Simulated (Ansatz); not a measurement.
SiH4BrO (charge -1), closed shell: a trajectory.

in.yaml

```yaml
crystal:
  periodic: [false, false, false]
  atoms:
    - {symbol: Br, position_ang: [0.931142, 0.679921, -2.676992]}
    - {symbol: Si, position_ang: [0.040630, -0.094283, -0.026970]}
    - {symbol: O, position_ang: [-0.454706, -0.635561, 1.526448]}
    - {symbol: H, position_ang: [0.971212, 1.019688, 0.290309]}
    - {symbol: H, position_ang: [0.632591, -1.361114, -0.502457]}
    - {symbol: H, position_ang: [-1.236077, 0.341341, -0.649735]}
    - {symbol: H, position_ang: [-0.884791, 0.050109, 2.039398]}
basis:
  gaussian: {orbitals: def2-SVP}
total_charge: -1
hamiltonian: {xc: {name: revPBE}, dispersion: d4}
md: {n_steps: 60, timestep: 0.5, temperature: 700, ensemble: nvt_langevin, seed: 511, friction: 0.05, initial_velocities: maxwell_boltzmann}
```

Run by:

```bash
ansatz run in.yaml --threads 4 --pin off --events-out ev --progress --plain --max-ram 9574MiB
```

Output of Ansatz 0.2.0:

```
Functional definition: revPBE
  name "revPBE"
  cite "Zhang & Yang, Phys. Rev. Lett. 80, 890 (1998) doi:10.1103/PhysRevLett.80.890"
  cite "Perdew, Burke & Ernzerhof, Phys. Rev. Lett. 77, 3865 (1996) doi:10.1103/PhysRevLett.77.3865"
  parameter kappa = 1.245
  parameter beta = 0.06672455060314922
  exchange = pbe_x(kappa = kappa, mu = beta*pi^2/3)
  correlation = pbe_c(beta = beta)
916 factors; their error is unknown
mean field evaluation 1: about -80016.6231 eV, gradient 2.4e1 eV
mean field evaluation 2: about -80015.5765 eV, gradient 3.5e1 eV
mean field evaluation 4: about -80017.8248 eV, gradient 1.2e0 eV
mean field evaluation 8: about -80017.7417 eV, gradient 2.0e-2 eV
mean field -80017.74170758 eV, -2940.5977697800 hartree, gradient 3.9e-5 eV, S^2 0.000000; 0 other end points of the search recorded, 0 dependent functions left out
the calculation of the forces begins
reference -80017.74174873 eV, -2940.5977712923 hartree; 31, 31 occupied and 53, 53 virtual orbitals, 916 factors
md step     0: t =     0.00 fs  T =   600.0 K  F+E_penalty+E_count = -80018.13049484 eV  E_kin = 0.542892 eV  (23 SCF iters)
md step     1: t =     0.50 fs  T =   610.0 K  F+E_penalty+E_count = -80018.09796417 eV  E_kin = 0.551960 eV  (26 SCF iters, 3 dispersion substeps)
md step     2: t =     1.00 fs  T =   536.1 K  F+E_penalty+E_count = -80018.05396748 eV  E_kin = 0.485092 eV  (26 SCF iters, 3 dispersion substeps)
md step     3: t =     1.50 fs  T =   569.1 K  F+E_penalty+E_count = -80018.00390713 eV  E_kin = 0.514953 eV  (26 SCF iters, 3 dispersion substeps)
md step     4: t =     2.00 fs  T =   537.4 K  F+E_penalty+E_count = -80017.95883093 eV  E_kin = 0.486219 eV  (26 SCF iters, 3 dispersion substeps)
md step     5: t =     2.50 fs  T =   453.2 K  F+E_penalty+E_count = -80017.92860466 eV  E_kin = 0.410040 eV  (26 SCF iters, 3 dispersion substeps)
md step     6: t =     3.00 fs  T =   526.4 K  F+E_penalty+E_count = -80017.92165403 eV  E_kin = 0.476317 eV  (26 SCF iters, 3 dispersion substeps)
md step     7: t =     3.50 fs  T =   494.3 K  F+E_penalty+E_count = -80017.93145153 eV  E_kin = 0.447220 eV  (26 SCF iters, 3 dispersion substeps)
md step     8: t =     4.00 fs  T =   503.3 K  F+E_penalty+E_count = -80017.94368012 eV  E_kin = 0.455355 eV  (26 SCF iters, 3 dispersion substeps)
md step     9: t =     4.50 fs  T =   522.4 K  F+E_penalty+E_count = -80017.95580412 eV  E_kin = 0.472702 eV  (26 SCF iters, 3 dispersion substeps)
md step    10: t =     5.00 fs  T =   503.4 K  F+E_penalty+E_count = -80017.96880843 eV  E_kin = 0.455504 eV  (27 SCF iters, 3 dispersion substeps)
md step    11: t =     5.50 fs  T =   475.8 K  F+E_penalty+E_count = -80017.97982995 eV  E_kin = 0.430520 eV  (28 SCF iters, 3 dispersion substeps)
md step    12: t =     6.00 fs  T =   434.7 K  F+E_penalty+E_count = -80017.98467188 eV  E_kin = 0.393305 eV  (28 SCF iters, 3 dispersion substeps)
md step    13: t =     6.50 fs  T =   399.0 K  F+E_penalty+E_count = -80017.98630221 eV  E_kin = 0.361047 eV  (28 SCF iters, 3 dispersion substeps)
md step    14: t =     7.00 fs  T =   389.8 K  F+E_penalty+E_count = -80017.98447918 eV  E_kin = 0.352732 eV  (27 SCF iters, 3 dispersion substeps)
md step    15: t =     7.50 fs  T =   339.3 K  F+E_penalty+E_count = -80017.97748020 eV  E_kin = 0.306988 eV  (27 SCF iters, 3 dispersion substeps)
md step    16: t =     8.00 fs  T =   378.8 K  F+E_penalty+E_count = -80017.96545364 eV  E_kin = 0.342786 eV  (27 SCF iters, 3 dispersion substeps)
md step    17: t =     8.50 fs  T =   384.5 K  F+E_penalty+E_count = -80017.94403354 eV  E_kin = 0.347890 eV  (24 SCF iters, 3 dispersion substeps)
md step    18: t =     9.00 fs  T =   410.2 K  F+E_penalty+E_count = -80017.92684228 eV  E_kin = 0.371171 eV  (27 SCF iters, 3 dispersion substeps)
md step    19: t =     9.50 fs  T =   450.9 K  F+E_penalty+E_count = -80017.93084095 eV  E_kin = 0.407983 eV  (27 SCF iters, 3 dispersion substeps)
md step    20: t =    10.00 fs  T =   522.6 K  F+E_penalty+E_count = -80017.95430294 eV  E_kin = 0.472894 eV  (27 SCF iters, 3 dispersion substeps)
md step    21: t =    10.50 fs  T =   578.9 K  F+E_penalty+E_count = -80017.97271374 eV  E_kin = 0.523779 eV  (27 SCF iters, 3 dispersion substeps)
md step    22: t =    11.00 fs  T =   481.0 K  F+E_penalty+E_count = -80017.97154410 eV  E_kin = 0.435239 eV  (27 SCF iters, 3 dispersion substeps)
md step    23: t =    11.50 fs  T =   510.0 K  F+E_penalty+E_count = -80017.96390033 eV  E_kin = 0.461422 eV  (27 SCF iters, 3 dispersion substeps)
md step    24: t =    12.00 fs  T =   476.6 K  F+E_penalty+E_count = -80017.95872093 eV  E_kin = 0.431267 eV  (27 SCF iters, 3 dispersion substeps)
md step    25: t =    12.50 fs  T =   502.5 K  F+E_penalty+E_count = -80017.95722917 eV  E_kin = 0.454639 eV  (28 SCF iters, 3 dispersion substeps)
md step    26: t =    13.00 fs  T =   421.2 K  F+E_penalty+E_count = -80017.96258172 eV  E_kin = 0.381130 eV  (28 SCF iters, 3 dispersion substeps)
md step    27: t =    13.50 fs  T =   507.0 K  F+E_penalty+E_count = -80017.98120300 eV  E_kin = 0.458707 eV  (29 SCF iters, 3 dispersion substeps)
md step    28: t =    14.00 fs  T =   558.1 K  F+E_penalty+E_count = -80018.00791292 eV  E_kin = 0.504950 eV  (27 SCF iters, 3 dispersion substeps)
md step    29: t =    14.50 fs  T =   645.0 K  F+E_penalty+E_count = -80018.03601656 eV  E_kin = 0.583629 eV  (27 SCF iters, 3 dispersion substeps)
md step    30: t =    15.00 fs  T =   773.4 K  F+E_penalty+E_count = -80018.05374688 eV  E_kin = 0.699811 eV  (26 SCF iters, 3 dispersion substeps)
md step    31: t =    15.50 fs  T =   689.5 K  F+E_penalty+E_count = -80018.05111827 eV  E_kin = 0.623902 eV  (27 SCF iters, 3 dispersion substeps)
md step    32: t =    16.00 fs  T =   708.8 K  F+E_penalty+E_count = -80018.03709102 eV  E_kin = 0.641333 eV  (27 SCF iters, 3 dispersion substeps)
md step    33: t =    16.50 fs  T =   611.9 K  F+E_penalty+E_count = -80018.01987741 eV  E_kin = 0.553700 eV  (26 SCF iters, 3 dispersion substeps)
md step    34: t =    17.00 fs  T =   677.2 K  F+E_penalty+E_count = -80018.01018620 eV  E_kin = 0.612726 eV  (26 SCF iters, 3 dispersion substeps)
md step    35: t =    17.50 fs  T =   720.4 K  F+E_penalty+E_count = -80018.01069608 eV  E_kin = 0.651802 eV  (24 SCF iters, 3 dispersion substeps)
md step    36: t =    18.00 fs  T =   684.7 K  F+E_penalty+E_count = -80018.01639686 eV  E_kin = 0.619527 eV  (27 SCF iters, 3 dispersion substeps)
md step    37: t =    18.50 fs  T =   754.0 K  F+E_penalty+E_count = -80018.02703221 eV  E_kin = 0.682202 eV  (26 SCF iters, 3 dispersion substeps)
md step    38: t =    19.00 fs  T =   869.5 K  F+E_penalty+E_count = -80018.04331101 eV  E_kin = 0.786721 eV  (26 SCF iters, 3 dispersion substeps)
md step    39: t =    19.50 fs  T =   910.2 K  F+E_penalty+E_count = -80018.05641024 eV  E_kin = 0.823528 eV  (27 SCF iters, 3 dispersion substeps)
md step    40: t =    20.00 fs  T =   976.4 K  F+E_penalty+E_count = -80018.05590136 eV  E_kin = 0.883499 eV  (27 SCF iters, 3 dispersion substeps)
md step    41: t =    20.50 fs  T =  1028.5 K  F+E_penalty+E_count = -80018.03815729 eV  E_kin = 0.930618 eV  (27 SCF iters, 3 dispersion substeps)
md step    42: t =    21.00 fs  T =  1025.9 K  F+E_penalty+E_count = -80018.01041614 eV  E_kin = 0.928225 eV  (27 SCF iters, 3 dispersion substeps)
md step    43: t =    21.50 fs  T =  1013.5 K  F+E_penalty+E_count = -80017.97658866 eV  E_kin = 0.916995 eV  (28 SCF iters, 3 dispersion substeps)
md step    44: t =    22.00 fs  T =   963.6 K  F+E_penalty+E_count = -80017.93602177 eV  E_kin = 0.871863 eV  (28 SCF iters, 3 dispersion substeps)
md step    45: t =    22.50 fs  T =   915.6 K  F+E_penalty+E_count = -80017.89208155 eV  E_kin = 0.828436 eV  (28 SCF iters, 3 dispersion substeps)
md step    46: t =    23.00 fs  T =   853.9 K  F+E_penalty+E_count = -80017.84557198 eV  E_kin = 0.772604 eV  (28 SCF iters, 3 dispersion substeps)
md step    47: t =    23.50 fs  T =   782.5 K  F+E_penalty+E_count = -80017.80168256 eV  E_kin = 0.708012 eV  (28 SCF iters, 3 dispersion substeps)
md step    48: t =    24.00 fs  T =   798.1 K  F+E_penalty+E_count = -80017.75896945 eV  E_kin = 0.722106 eV  (28 SCF iters, 3 dispersion substeps)
md step    49: t =    24.50 fs  T =   656.3 K  F+E_penalty+E_count = -80017.72001880 eV  E_kin = 0.593873 eV  (28 SCF iters, 3 dispersion substeps)
md step    50: t =    25.00 fs  T =   619.1 K  F+E_penalty+E_count = -80017.68962114 eV  E_kin = 0.560155 eV  (28 SCF iters, 3 dispersion substeps)
md step    51: t =    25.50 fs  T =   699.3 K  F+E_penalty+E_count = -80017.66319441 eV  E_kin = 0.632700 eV  (28 SCF iters, 3 dispersion substeps)
md step    52: t =    26.00 fs  T =   693.3 K  F+E_penalty+E_count = -80017.63983233 eV  E_kin = 0.627297 eV  (27 SCF iters, 3 dispersion substeps)
md step    53: t =    26.50 fs  T =   564.7 K  F+E_penalty+E_count = -80017.61762910 eV  E_kin = 0.510921 eV  (25 SCF iters, 3 dispersion substeps)
md step    54: t =    27.00 fs  T =   605.2 K  F+E_penalty+E_count = -80017.59857266 eV  E_kin = 0.547576 eV  (28 SCF iters, 3 dispersion substeps)
md step    55: t =    27.50 fs  T =   532.5 K  F+E_penalty+E_count = -80017.58835256 eV  E_kin = 0.481819 eV  (28 SCF iters, 3 dispersion substeps)
md step    56: t =    28.00 fs  T =   488.7 K  F+E_penalty+E_count = -80017.58968354 eV  E_kin = 0.442202 eV  (29 SCF iters, 3 dispersion substeps)
md step    57: t =    28.50 fs  T =   444.1 K  F+E_penalty+E_count = -80017.60366150 eV  E_kin = 0.401874 eV  (29 SCF iters, 3 dispersion substeps)
md step    58: t =    29.00 fs  T =   412.1 K  F+E_penalty+E_count = -80017.62508661 eV  E_kin = 0.372880 eV  (28 SCF iters, 3 dispersion substeps)
md step    59: t =    29.50 fs  T =   470.1 K  F+E_penalty+E_count = -80017.65141984 eV  E_kin = 0.425384 eV  (27 SCF iters, 3 dispersion substeps)
md step    60: t =    30.00 fs  T =   597.5 K  F+E_penalty+E_count = -80017.68942252 eV  E_kin = 0.540646 eV  (25 SCF iters, 3 dispersion substeps)
Total energy: -80017.68946214 eV, -2940.5958497955 hartree
Atom 0 at     0.983423     0.687155    -2.601704 Å, force    -0.004717     0.296437    -0.258513 eV/Å
Atom 1 at     0.147453    -0.057133    -0.164035 Å, force    -0.653815     1.842462     1.935339 eV/Å
Atom 2 at    -0.263777    -0.629099     1.573596 Å, force     0.621594    -0.117429    -1.717720 eV/Å
Atom 3 at     0.248494     1.490016     0.347144 Å, force     0.426671    -1.078210    -0.598243 eV/Å
Atom 4 at     1.186652    -0.993747    -0.565535 Å, force     0.461004    -0.719551     0.389211 eV/Å
Atom 5 at    -1.205957    -0.022234    -0.771726 Å, force    -0.444232    -0.473027    -0.338066 eV/Å
Atom 6 at    -0.941865     0.055486     1.664339 Å, force    -0.406506     0.249318     0.587992 eV/Å
Dipole moment:    -0.082509     0.057357    -0.120492 e Å

[the SCF lines of later steps are left out]
```

The run took about 38 s on 4 CPU threads of an Arm Neoverse V1 (shared host).
